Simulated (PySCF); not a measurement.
# How the method changes the shape and vibrations of AlBClFH cation

Calculated results; nothing here was measured. They come from PySCF 2.14.0, an open-source quantum chemistry program, on an isolated molecule that a program drew, which may never have been made. The molecule is AlBClFH cation (charge +1, singlet), drawn as the SMILES string `[F][Al+][BH]Cl`.

The geometry was optimised and harmonic frequencies were computed with HF and MP2, all in the cc-pV(D+d)Z basis, for the commonest isotopes, with a restricted reference for singlets and an unrestricted one otherwise, and a frozen core in MP2. Each result is a local minimum of its method.

Geometry at the HF minimum:
```xyz
5
AlBClFH cation, angstrom
F    -0.2256   -3.5675    1.3107
Al   -0.1741   -1.9588    1.3981
B    -0.1215    0.2470    1.5113
Cl   -1.5257    1.0734    1.0240
H     0.8829    0.7343    1.9055
```

Lengths of the bonds as drawn, in Å (atoms numbered as above):
| bond | HF | MP2 |
|---|---|---|
| F1-Al2 | 1.612 | 1.638 |
| Al2-B3 | 2.209 | 2.199 |
| B3-Cl4 | 1.701 | 1.695 |
| B3-H5 | 1.184 | 1.195 |

Rotational constants, in GHz:
| constant | HF | MP2 |
|---|---|---|
| A | 26.06 | 26.18 |
| B | 1.467 | 1.459 |
| C | 1.388 | 1.382 |

Harmonic frequencies in cm^-1, each column in rising order, so a row needn't be the same motion in every method:
```
rank,HF,MP2
1,85,76
2,138,127
3,226,219
4,459,453
5,716,?
6,932,914
7,971,942
8,1040,1019
9,2849,2759
```

**Estimate the missing MP2 frequency from the HF column.**

A single factor s that minimises the squared misfit of MP2 against s times HF over the other rows is sum(HF x MP2) / sum(HF^2) = 0.9708, with an rms misfit of 7 cm^-1. For rank 5 it gives 0.9708 x 716 = 695 cm^-1. The calculation gives 682 cm^-1, 13 cm^-1 below the estimate. The drawn bonds are on average 0.4 % longer in MP2 than in HF.
